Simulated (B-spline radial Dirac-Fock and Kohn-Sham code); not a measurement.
## Auger parameter of tellurium: the L3 level and its strongest L3-MM line

These are calculated numbers from a radial finite-basis atomic code; the model is Dirac-Fock ΔSCF + Breit + QED. The modified Auger parameter α′ is the binding energy plus the kinetic energy of the Auger electron; it does not depend on the energy zero. For free ions it tends to fall with charge, since less charge screens the final holes.

```
              species      configuration  binding 2p3/2 (eV)  Auger line  kinetic (eV)  α′ (eV)
Te²⁻ (Watson 1.878 Å)  [Kr] 4d10 5s2 5p6              4348.2    M3M3 J=2        2655.7   7003.9
 Te²⁻ (Watson 2.21 Å)  [Kr] 4d10 5s2 5p6              4347.3    M3M3 J=2        2657.2   7004.5
Te²⁻ (Watson 2.652 Å)  [Kr] 4d10 5s2 5p6              4346.1    M3M3 J=2        2659.0   7005.1
                   Te  [Kr] 4d10 5s2 5p4              4351.6    M3M3 J=2        2650.2   7001.8
                  Te⁺  [Kr] 4d10 5s2 5p3              4361.6    M3M3 J=2        2638.9   7000.5
   Te⁺ (Watson 1.8 Å)  [Kr] 4d10 5s2 5p3              4354.0    M3M3 J=2        2646.8   7000.8
   Te⁺ (Watson 2.4 Å)  [Kr] 4d10 5s2 5p3              4355.7    M3M3 J=2        2644.9   7000.6
                 Te²⁺  [Kr] 4d10 5s2 5p2              4372.8    M3M3 J=2        2626.4   6999.2
  Te²⁺ (Watson 2.2 Å)  [Kr] 4d10 5s2 5p2              4359.8    M3M3 J=2        2639.5   6999.3
  Te²⁺ (Watson 2.7 Å)  [Kr] 4d10 5s2 5p2              4362.2    M3M3 J=2        2637.1   6999.3
                 Te³⁺  [Kr] 4d10 5s2 5p1              4385.1    M3M3 J=2        2613.1   6998.3
  Te³⁺ (Watson 1.6 Å)  [Kr] 4d10 5s2 5p1              4358.8    M3M3 J=2        2639.8   6998.7
    Te³⁺ (Watson 3 Å)  [Kr] 4d10 5s2 5p1              4370.8    M3M3 J=2        2627.5   6998.3
                 Te⁴⁺      [Kr] 4d10 5s2              4398.4    M3M3 J=2        2599.1   6997.5
    Te⁴⁺ (Watson 2 Å)      [Kr] 4d10 5s2              4369.6    M3M3 J=2        2627.9   6997.5
                 Te⁵⁺      [Kr] 4d10 5s1              4413.8    M3M3 J=2        2583.1   6996.8
                 Te⁶⁺          [Kr] 4d10              4429.9    M3M3 J=2        2566.4   6996.3
                 Te⁶⁺       [Kr] 4d9 5p1              4441.4    M3M3 J=2        2555.5   6996.9
  Te⁶⁺ (Watson 1.6 Å)          [Kr] 4d10              4375.9    M3M3 J=2        2620.4   6996.3
                 Te⁷⁺           [Kr] 4d9              4457.2    M3M3 J=2        2539.3   6996.5
```
